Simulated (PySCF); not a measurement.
Computed IR spectrum (relative IR intensity) of a molecule C3H3BrF2. The structure is a stationary point at PBE-D3(BJ)/def2-SVP. One conformer was computed; it need not be the lowest. Calculation: PBE-D3(BJ)/def2-SVP in PySCF. Frequencies are harmonic and unscaled.

Lines under 2 % of the strongest are left out, and lines within 2 cm⁻¹ are merged.

```tsv
ν (cm⁻¹)	relative intensity
165	5.1
205	8.4
301	2.7
313	2.0
635	32
731	21
810	75
987	2.8
1047	4.1
1096	100
1137	49
1143	57
1219	27
1314	45
1429	61
3084	13
3115	7.5
```

Problem. Which structure fits?
(A) F[C@H]1C[C@]1(F)Br
(B) FC1(F)C[C@@H]1Br
(C) C=C(Br)C(F)F
(D) F[C@@H]1[C@H](F)[C@H]1Br

Solution. D, F[C@@H]1[C@H](F)[C@H]1Br
